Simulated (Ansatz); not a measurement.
A nudged elastic band was laid between two geometries of Cl4FTa + H2 (8 atoms, charge 0, multiplicity 1).

The calculation used RKS PBE-D4/def2-SVP in Ansatz.

```yaml
movable_images: 7
climbing_image: yes
spring: 5.0 eV/Å²
optimiser: quadratic models (default)
start_path: through a guess of the saddle point
force_threshold: 0.05 eV/Å
iteration_limit: 60
end_points: relaxed
```

Initial state:

```xyz
8
Properties=species:S:1:pos:R:3
Ta -0.190 0.334 0.073
F 1.668 0.475 0.291
Cl -0.354 0.648 2.389
Cl 0.237 -0.070 -2.195
Cl -1.419 2.211 -0.379
Cl -1.433 -1.598 0.215
H 1.513 -2.690 0.717
H 2.127 -2.228 0.725
```

Final state:

```xyz
8
Properties=species:S:1:pos:R:3
Ta -0.276 -0.370 0.163
F 2.029 0.372 0.334
Cl -0.244 -0.319 2.491
Cl 0.312 -1.011 -1.998
Cl -0.426 1.901 -0.205
Cl -2.350 -1.322 0.052
H 1.022 -1.580 0.510
H 2.083 -0.591 0.489
```

(1) What changes between the two ends?

(2) Give the energies along the band, and the barrier.

(3) What is the geometry of the highest image?

(4) What are the harmonic wavenumbers there?

Results:

(1) Bonds broken: H7–H8. Bonds formed: Ta1–H7, F2–H8. Cl4FTa + H2 becomes Cl4FH2Ta.

(2) The run converged. The highest image is number 7 of 0 to 8, 1.28 eV above the first end and 0.05 eV above the last; the last end lies 1.23 eV above the first. A vibrational analysis at the climbing image gives one clearly imaginary mode, 411i cm⁻¹: a first-order saddle point. The orbitals stay closed-shell, which can raise the energy where a bond breaks towards radicals; this wasn't checked here.

```csv
image,path coordinate (Å),energy (eV),H7–H8 (Å),Ta1–H7 (Å),F2–H8 (Å)
0,0.00,0.00,0.77,3.53,2.78
1,0.48,0.01,0.77,3.19,2.63
2,0.96,0.02,0.77,2.88,2.56
3,1.44,0.05,0.77,2.70,2.46
4,1.91,0.12,0.77,2.63,2.26
5,2.39,0.30,0.78,2.37,1.96
6,2.87,0.78,0.82,2.09,1.57
7,3.35,1.28,1.08,1.90,1.12
8,3.74,1.23,1.45,1.81,0.98
```

(3) 
```xyz
8
Properties=species:S:1:pos:R:3
Ta -0.179 -0.312 0.167
F 1.926 0.420 0.330
Cl -0.198 -0.393 2.495
Cl 0.358 -1.001 -1.993
Cl -0.568 1.918 -0.187
Cl -2.247 -1.299 0.046
H 1.209 -1.561 0.500
H 1.850 -0.690 0.479
```

(4) 411i, 62, 102, 118, 141, 142, 173, 184, 351, 371, 385, 394, 667, 725, 1093, 1230, 1631, 1891 cm⁻¹.

The run took 2.8 min on 4 threads of Arm Neoverse V1 (shared host), peak memory 0.21 GiB.
